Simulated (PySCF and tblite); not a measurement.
The numbers below are computed, except where a source is named.
C8H16, numbered as in [CH3:1][CH:2]1[CH2:3][CH2:4][CH2:5][CH2:6][CH2:7][CH2:8]1. The ensemble was built from 60 distance-geometry starts (ETKDG and KDG, MMFF94s, GFN2-xTB) and rests on GFN2-xTB geometries. Energies: B3LYP-D3(BJ)/def2-SVP (IEF-PCM, benzene), with GFN2-xTB thermal terms (modes under about 100 cm⁻¹ blended into free rotors). Symmetry numbers and mirror images are counted. Conformers within 3 kcal/mol (GFN2-xTB free energy) were kept, 7 at most. GIAO shieldings: wB97X-D/pcSseg-1 (IEF-PCM, benzene). Shifts are against TMS (¹H), TMS (¹³C) at the same level. (PySCF 2.14, tblite 0.8.)

The 7-ring runs over atoms 2–3–4–5–6–7–8. Of a mirror pair one member is shown.

```
conformer                                                            shape  point group  mirror pair  ΔE(DFT)  Δ(G−E) at 250 K  δ C2 (ppm)
        1  7-ring puckered (ring torsions 90, -73, 55, -74, 89, -38, -41°)           C1          yes     0.00             0.00        34.4
        2  7-ring puckered (ring torsions 90, -40, -39, 89, -74, 54, -73°)           C1          yes     0.08            -0.16        42.5
        3   7-ring puckered (ring torsions -59, 79, -81, 24, 51, -84, 66°)           C1          yes     0.64             0.19        34.8
        4   7-ring puckered (ring torsions -89, 40, 38, -90, 73, -51, 69°)           C1          yes     1.21             0.01        33.3
```

Energies in kcal/mol; the thermal term leaves out symmetry numbers and mirror images.

**Question.** Work out the weights at 250 K and the ¹³C shift of C2 under fast exchange.

**Answer.** RT = 0.497 kcal/mol. Each conformer gets RT ln(σ/g), with σ the rotational symmetry number and g = 2 for a mirror pair: 1: σ = 1, g = 2, G = 0.00 + 0.00 − 0.34 = -0.34, 0.08 above the lowest, exp(−ΔG/RT) = 0.859; 2: σ = 1, g = 2, G = 0.08 − 0.16 − 0.34 = -0.42, 0.00 above the lowest, exp(−ΔG/RT) = 1.000; 3: σ = 1, g = 2, G = 0.64 + 0.19 − 0.34 = 0.48, 0.90 above the lowest, exp(−ΔG/RT) = 0.163; 4: σ = 1, g = 2, G = 1.21 + 0.01 − 0.34 = 0.87, 1.29 above the lowest, exp(−ΔG/RT) = 0.074. The sum is 2.097, so the weights are 41.0, 47.6, 7.8, 3.6 %. The averaged shift is 38.3 ppm. At 298.15 K it is 38.1 ppm. At 298.15 K the leading conformer alone gives 42.5 ppm and bare DFT energies give 37.4 ppm.
